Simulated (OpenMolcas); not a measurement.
A run on Cu3+ with 4 ligands (chloride) in square-planar coordination (D4h) at 2.04 Å. A charge of +0.25 e stands 2.4 Å behind each ligand. Ligand basis ANO-RCC-VDZP.

```
Program             : OpenMolcas 26.06
Method              : SS-CASPT2, IPEA 0.25 Eh, real shift 0.3 Eh (closed shells correlated: 3s 3p and the ligand valence shells)
Basis               : ANO-RCC-VTZP [6s5p3d2f1g]
Scalar Hamiltonian  : DKH2, point nucleus
Active space        : 8 electrons in 5 orbitals (3d)
State averaging     : 2S+1 = 3 even, 10 roots; 2S+1 = 1 even, 15 roots
Spin-orbit coupling : state interaction with AMFI integrals over the reference wave functions
```

First CASPT2 step and the start of its output:

```
&CASPT2
Multistate=10 1 2 3 4 5 6 7 8 9 10
NoMult
Frozen=12 13
IPEA=0.25
Shift=0.3
MaxIter=60
WThr=0.0 0.3 0.05
PrWF=0.5
NoMix
```

```
--- CASPT2 ---
Orbital specifications:
      -----------------------

      Symmetry species                           1   2
                                                ag  au
      Frozen orbitals                           12  13
      Inactive orbitals                          9  11
      Active orbitals                            5   0
      Secondary orbitals                        40  41
      Deleted orbitals                           0   0
      Number of basis functions                 66  65
Type of calculation                        SS-CASPT2
      Fock operator                              state-specific
      IPEA shift                                 0.25
      Real shift                                 0.30
      Imaginary shift                            0.00
      The input orbitals will be transformed to quasi-canonical
Reference energy:       -3497.0338254761
      E2 (Non-variational):      -1.3349920360
      Shift correction:          -0.0935438562
      E2 (Variational):          -1.4285358922
      Total energy:           -3498.4623613683
      Residual norm:              0.0000002866
      Reference weight:           0.76230
      Contributions to the CASPT2 correlation energy
      Active & Virtual Only:         -0.2090466803
      One Inactive Excited:          -0.4414636167
      Two Inactive Excited:          -0.6844817390
Reference energy:       -3497.0292038391
      E2 (Non-variational):      -1.3801018385
      Shift correction:          -0.1039151610
      E2 (Variational):          -1.4840169996
      Total energy:           -3498.5132208386
      Residual norm:              0.0000007019
      Reference weight:           0.74273
      Contributions to the CASPT2 correlation energy
      Active & Virtual Only:         -0.2165336840
...
```

Over all roots the printed reference weights run from 0.00 to 0.77, and roots that are degenerate in the reference spread by up to 310 cm-1.

**Question.** Did the run give usable levels, and if not, why?

**Answer.** No. The equations converged, but the reference weight falls to 0.00 for at least one root against 0.77 for the best. A drop of that size marks an intruder state, so the energies of such roots and the levels built on them can't be trusted.
